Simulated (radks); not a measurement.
Values are calculated unless marked as measured or tabulated.
Valence configurations of Tl+. Code: a radial shooting solver on a logarithmic mesh with Libxc functionals. Model: Dirac Kohn-Sham, PBE, spin-unpolarised, spherical densities, point nucleus; open shells fill j = l - 1/2 first. Energies are relative to [Hg]; eigenvalues in eV.

| valence | E (eV) | e(4f5/2) | e(4f7/2) | e(5d3/2) | e(5d5/2) | e(6p1/2) |
|---|---|---|---|---|---|---|
| [Hg] | 0.000 | -123.52 | -118.92 | -24.092 | -21.885 | - |
| [Xe] 4f14 5d10 6s1 6p1 | 7.120 | -124.94 | -120.34 | -25.416 | -23.190 | -9.995 |
| [Xe] 4f14 5d9 6s2 6p1 | 13.847 | -128.90 | -124.30 | -28.182 | -25.856 | -10.761 |
| [Xe] 4f14 5d10 6p2 | 14.410 | -126.28 | -121.69 | -26.663 | -24.419 | -10.658 |
| [Xe] 4f13.5 5d10 6s2 6p0.5 | 56.864 | -132.59 | -127.92 | -26.976 | -24.623 | -10.074 |
| [Xe] 4f13 5d10 6s2 6p1 | 117.88 | -141.83 | -137.10 | -29.916 | -27.418 | -10.849 |
| [Xe] 4f13 5d10 6s1 6p2 | 125.70 | -143.17 | -138.43 | -31.146 | -28.631 | -11.492 |
| [Xe] 4f13 5d10 6p3 | 135.60 | -145.12 | -140.39 | -32.970 | -30.432 | -12.475 |
| [Xe] 4f13 5d9 6s2 6p2 | 135.76 | -147.41 | -142.67 | -34.068 | -31.451 | -12.250 |
| [Xe] 4f12 5d10 6s2 6p2 | 252.75 | -160.83 | -155.95 | -35.949 | -33.159 | -12.355 |

NIST lists [Hg] as the ground configuration; this level of theory agrees among the configurations tried. The energies are those of spherical spin-averaged densities, not of single terms.
